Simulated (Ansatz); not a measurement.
C2H2B, SMILES `[BH-]C#C` (excited singlet) (charge -1, multiplicity 1). This singlet is an excited state, 0.08 eV above the relaxed triplet at the level B3LYP/aug-cc-pVTZ // PBE0-D3(BJ)/def2-TZVPD (Ansatz, a program for electronic structure).

Method: r2SCAN0/aug-cc-pVTZ // PBE0-D3(BJ)/def2-TZVPD in Ansatz.

Ansatz 0.2 input:
```yaml
crystal:
  periodic: [false, false, false]
  atoms:
    - { symbol: B, position_ang: [-1.210855, -0.232024, 0.062071] }
    - { symbol: C, position_ang: [0.098497, 0.070996, -0.362435] }
    - { symbol: C, position_ang: [1.309727, 0.310747, -0.750249] }
    - { symbol: H, position_ang: [-2.221505, 0.367834, 0.267306] }
    - { symbol: H, position_ang: [2.024129, -0.517555, -0.843545] }
basis:
  gaussian: { orbitals: aug-cc-pVTZ }
hamiltonian:
  xc: r2scan0
total_charge: -1
```

Output:

```
Functional definition: r2SCAN0
757 factors; their error is unknown
mean field evaluation 1: about -2776.2043 eV, gradient 2.3e1 eV
mean field evaluation 2: about -2775.4798 eV, gradient 2.8e1 eV
mean field evaluation 4: about -2777.8429 eV, gradient 1.9e0 eV
mean field evaluation 8: about -2777.8603 eV, gradient 2.0e-1 eV
mean field evaluation 16: about -2777.8467 eV, gradient 6.1e-5 eV
mean field -2777.84669921 eV, -102.0839833040 hartree, gradient 6.1e-5 eV, S^2 0.000000; 0 other end points of the search recorded, 0 dependent functions left out
reference -2777.84671636 eV, -102.0839839340 hartree; 10, 10 occupied and 174, 174 virtual orbitals, 757 factors
Total energy: -2777.84671636 eV, -102.0839839340 hartree
```
